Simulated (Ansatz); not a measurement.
Computed with frozen-core CCSD(T)/cc-pVTZ // M06-2X/def2-TZVP (Ansatz, a quantum-chemistry and plane-wave program).

Ansatz 0.2 input:
```yaml
crystal:
  periodic: [false, false, false]
  atoms:
    - { symbol: B, position_ang: [1.197847, 0.035316, -0.061699] }
    - { symbol: Si, position_ang: [-0.811259, 0.002632, 0.003097] }
    - { symbol: H, position_ang: [1.823226, 1.027432, 0.133267] }
    - { symbol: H, position_ang: [1.805581, -0.968856, -0.25481] }
    - { symbol: H, position_ang: [-1.38462, -0.918686, -1.003848] }
    - { symbol: H, position_ang: [-1.176727, -0.512207, 1.347362] }
    - { symbol: H, position_ang: [-1.438882, 1.33168, -0.162943] }
basis:
  gaussian: { orbitals: cc-pVTZ }
correlation:
  method: ccsd_t
```

Output:

```
Functional definition: HF
752 factors; integrals over basis functions are off by at most 1.3e-3 eV
mean field evaluation 1: about -8611.4074 eV, gradient 1.4e1 eV
mean field evaluation 2: about -8611.4106 eV, gradient 1.4e1 eV
mean field evaluation 4: about -8612.4969 eV, gradient 5.3e-1 eV
mean field evaluation 8: about -8612.4989 eV, gradient 2.5e-4 eV
mean field -8612.49893061 eV, -316.5034979383 hartree, gradient 2.6e-6 eV, S^2 0.000000; 0 other end points of the search recorded, 0 dependent functions left out
6 core orbitals not correlated
reference -8612.49893061 eV, -316.5034979383 hartree; 6, 6 occupied and 122, 122 virtual orbitals, 752 factors
second order -6.35306771 eV of doubles, -0.00000000 eV of singles
cycle   1  -7.21064739 eV  change   -8.6e-1 eV  update   6.7e-2
cycle   2  -7.51420119 eV  change   -3.0e-1 eV  update   2.3e-2
cycle   3  -7.52939664 eV  change   -1.5e-2 eV  update   6.6e-3
cycle   4  -7.52638383 eV  change    3.0e-3 eV  update   2.6e-3
cycle   5  -7.52557382 eV  change    8.1e-4 eV  update   9.8e-4
cycle   6  -7.52554402 eV  change    3.0e-5 eV  update   3.4e-4
cycle   7  -7.52560945 eV  change   -6.5e-5 eV  update   1.1e-4
cycle   8  -7.52562888 eV  change   -1.9e-5 eV  update   3.6e-5
cycle   9  -7.52562203 eV  change    6.9e-6 eV  update   1.0e-5
perturbative correction -0.21151002 eV, -0.0077728500 hartree
Total energy: -8620.23606266 eV, -316.7878322967 hartree
```

Cost: around 12 core-seconds (rough).
